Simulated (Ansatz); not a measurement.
Geometry optimisation, Ansatz, RKS B3LYP-D4/def2-SVP.

Input:

```yaml
crystal:
  periodic: [false, false, false]
  atoms:
    - { symbol: C, position_ang: [-0.82983, 1.06543, -0.63275] }
    - { symbol: Ga, position_ang: [0.79493, -0.157, -0.39518] }
    - { symbol: P, position_ang: [1.16876, -1.6086, 1.41682] }
    - { symbol: H, position_ang: [-0.53704, 2.11922, -0.6133] }
    - { symbol: H, position_ang: [-1.32217, 0.88428, -1.59276] }
    - { symbol: H, position_ang: [-1.56639, 0.90694, 0.16152] }
    - { symbol: H, position_ang: [2.5298, -1.84704, 1.19162] }
    - { symbol: H, position_ang: [0.04462, -2.34987, 1.02665] }
    - { symbol: H, position_ang: [0.3768, -0.77537, 2.21731] }
basis:
  gaussian: { orbitals: def2-SVP }
hamiltonian:
  xc: b3lyp
  dispersion: d4
relax:
  f_tol: 0.02
  max_steps: 50
```

Launched with:

```bash
$ ansatz run input.yaml --threads 2 --pin off --max-ram 3072MiB --backend cpu --events-out ev --progress --plain --runs-dir out
```

Q: Where does it end, and by what steps?

A: The run converged. The force dipped under the threshold on the way, but the program's further checks kept it going. After 31 steps the energy has fallen by 3.067 eV; Ga2 moved furthest, 1.14 Å. Parted: Ga2–P3 (2.35 → 3.10 Å).

| step | energy less start (eV) | largest force component (eV/Å) | accepted |
| --- | --- | --- | --- |
| 0 | 0.0000 | 3.071 | yes |
| 2 | -1.5047 | 0.957 | yes |
| 4 | -2.6568 | 1.341 | yes |
| 6 | -2.9870 | 0.304 | yes |
| 8 | -3.0320 | 0.302 | no |
| 10 | -3.0504 | 0.052 | yes |
| 12 | -3.0536 | 0.047 | yes |
| 14 | -3.0562 | 0.288 | no |
| 16 | -3.0606 | 0.040 | yes |
| 18 | -3.0635 | 0.126 | yes |
| 20 | -3.0655 | 0.013 | yes |
| 22 | -3.0659 | 0.045 | yes |
| 24 | -3.0662 | 0.004 | yes |
| 26 | -3.0601 | 0.349 | no |
| 28 | -3.0664 | 0.076 | no |
| 30 | -3.0666 | 0.051 | no |
| 31 | -3.0667 | 0.015 | yes |

```xyz
9
Properties=species:S:1:pos:R:3
C -0.862 1.139 -0.823
Ga 0.467 -0.302 -1.476
P 0.911 -1.363 1.402
H -0.386 1.843 -0.116
H -1.246 1.727 -1.677
H -1.730 0.690 -0.306
H 2.308 -1.559 1.609
H 0.597 -2.754 1.380
H 0.599 -1.183 2.786
```

Whether the end is a true minimum wasn't checked by a vibrational analysis.

The run took 50 s on 2 threads of Intel(R) Xeon(R) Platinum 8488C (Sapphire Rapids), on a shared host, peak memory 0.22 GiB.
